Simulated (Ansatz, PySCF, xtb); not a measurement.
Stretching the Cd1–H2 bond in CH4Cd (SMILES [CH3][CdH]) (multiplicity 1 held, fragments rigid). Energies count from the point at 1.682 Å.
Geometry at that point (charge 0, multiplicity 1):
```
atom    x (Å)    y (Å)    z (Å)
----  -------  -------  -------
Cd    -0.2807  -0.1510  -0.0414
H     -1.7499  -0.9416  -0.2582
C      1.5814   0.8509   0.2333
H      2.0312   0.5593   1.1828
H      1.4329   1.9311   0.2353
H      2.2707   0.5954  -0.5719
```

U- levels take the lowest unrestricted solution at each point, which mixes spins at long bonds. Curves can end on different states.

Rows in LANL2DZ carry no dispersion term and start afresh at each structure. LANL2DZ brings its own core potentials from Na on.

Programs: Ansatz (Gaussian basis) for Hartree–Fock, density functionals and correlated methods; PySCF for LANL2DZ rows; xtb for the GFN methods. Values without a source in brackets are computed. In def2 rows elements past Kr take small-core potentials, without spin–orbit coupling. The GFN methods have no spin term and hold the electronic entropy of 300 K.

Question: One of these levels gives 2.844 eV for the energy at R = 5.384 Å. Name it.
A. U-B3LYP/LANL2DZ
B. R-B3LYP/LANL2DZ
C. GFN2-xTB
D. U-PBE/def2-TZVPP

Answer: A, U-B3LYP/LANL2DZ. The others give 3.556 (GFN2-xTB), 3.105 (U-PBE/def2-TZVPP), 4.234 (R-B3LYP/LANL2DZ)

Doubts at one or more of the structures used: a spin-contaminated determinant (U-PBE/def2-TZVPP, U-B3LYP/LANL2DZ).

Ansatz is a first-principles code.
